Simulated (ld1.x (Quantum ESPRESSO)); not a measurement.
N: one change to a PAW potential, before and after

- Element: N
- Generator: ld1.x (Quantum ESPRESSO) 7.5
- Type: PAW
- Functional: PBE
- Relativity: scalar-relativistic
- Frozen core: [He]
- Valence charge: 5
- Reference configuration: 2s2 2p3
- Partial waves: 2s (bound): rcut 0.55, rcutus 0.70 bohr; 2s channel at 0.65 Ry: rcut 0.55, rcutus 0.70 bohr; 2p (bound): rcut 1.55, rcutus 2.00 bohr; 2p channel at 0.4 Ry: rcut 1.55, rcutus 2.00 bohr; 3d channel at -0.15 Ry: rcut 1.70, rcutus 2.10 bohr; 3d channel at 1.75 Ry: rcut 1.70, rcutus 2.10 bohr
- Local potential: all-electron potential smoothed inside 1.15 bohr (lloc = -1)
- Core correction: a·sin(br)/r model core, default radius (ld1.x builds one for every PAW set, though the input has nlcc=.false.)
- Augmentation charge: PSQ, inside the norm-conserving radii

Change: local potential all-electron potential smoothed inside 1.75 bohr (lloc = -1).

Cutoffs: the cutoffs (Ry, on a coarse ladder) from which the occupation-weighted sum of valence levels, in a spherical-Bessel basis at the reference potential, stays within 10 and 1 mRy of its value at 400 Ry; they do not see the model core or the augmentation charge, which bear on the density cutoff. Errors are all-electron minus pseudo energies relative to the spin-unpolarised reference configuration.

Task: How do hardness, ghosts and transferability respond?

Result: The potential gets neither clearly harder nor softer (80 Ry and 90 Ry → 70 Ry and 90 Ry); the bound ghost in s disappears; of the 7 tests that both files solve, the error grows in 0 and shrinks in 6 by more than 15 % and 0.3 meV (median size 49.9 → 1.9 meV); the range in which the p phases agree widens (upper end 2.1 → at the end of the scan). A state that the projectors do not describe sees the local part alone, so a deeper or shallower local part can create or remove a ghost.

```csv
quantity,base,changed
"cutoff, loose",80 Ry,70 Ry
"cutoff, tight",90 Ry,90 Ry
loose cutoff by channel (10 mRy a level),"s 40 Ry, p 15 Ry","s 60 Ry, p 15 Ry"
bound ghosts,s,none
"error for 2s2 2p2, meV [ΔE 13.59 eV]",-68,+3.4
"error for 2s2 2p1, meV [ΔE 42.45 eV]",-178,-0.6
"error for 2s2 2p0, meV [ΔE 89.53 eV]",-50,+15
"error for 2s0 2p5, meV [ΔE 23.04 eV]",-2.0,-1.9
"error for 2s1 2p3, meV [ΔE 25.37 eV]",-50,-0.4
"error for 2s1 2p0, meV [ΔE 167.35 eV]",-53,+9.3
"error for 2s2 2p3.3, meV [ΔE -1.62 eV]",-4.5,+0.6
s: phases at 2.31 bohr within 0.05 rad from the reference energy up to (Ry; the scan ends near 5),to the end of the scan,to the end of the scan
p: phases at 2.31 bohr within 0.05 rad from the reference energy up to (Ry; the scan ends near 5),2.1,to the end of the scan
d: phases at 2.31 bohr within 0.05 rad from the reference energy up to (Ry; the scan ends near 5),to the end of the scan,to the end of the scan
lowest overlap eigenvalue by channel,"s 0.79, p 0.82, d 0.57","s 0.70, p 0.82, d 0.93"
```

 A true bound ghost makes a file unfit for plane-wave use even where its test errors are small: the radial tests pick states by their node count and pass the ghost by.
